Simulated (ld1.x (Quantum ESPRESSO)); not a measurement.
## Building the TM potential for I (PBE, scalar-relativistic).

| Property | Result |
| --- | --- |
| Element | I (Z = 53) |
| Generator | ld1.x (Quantum ESPRESSO) 7.5 |
| Type | norm-conserving Troullier–Martins (Kleinman–Bylander form) |
| Functional | PBE |
| Relativity | scalar-relativistic |
| Frozen core | [Kr] 4d10 |
| Valence charge | 7 |
| Reference configuration | 5s1 5p6 |
| Partial waves | 5p (bound): rc 2.20 bohr; 5s (bound): rc 1.60 bohr |
| Local potential | the s channel |
| Core correction | a·sin(br)/r model core inside 1.45 bohr |

Problem. Estimate the cutoffs (Ry, on a coarse ladder) from which the occupation-weighted sum of valence levels, in a spherical-Bessel basis at the reference potential, stays within 10 and 1 mRy of its value at 400 Ry.

Solution. 30 Ry and 55 Ry.

Problem. What does a ghost test show?

Solution. No extra level below or beside the all-electron valence levels (p, s, d, f tested).

Problem. Which valence shell sets the plane-wave cutoff?

Solution. 5s: its level needs 50 Ry to come within 1 mRy, against 21 Ry for 5p.

Problem. Tests: 5s2 5p5; 5s2 5p4; 5s2 5p3; 5s2 5p4.5; 5s1 5p5; 5s2 5p2; 5s2 5p1. Which has the largest error in its energy relative to the reference configuration, and how large is it?

Solution. 5s2 5p1, with -99 meV (all-electron minus pseudo) on +89.32 eV.
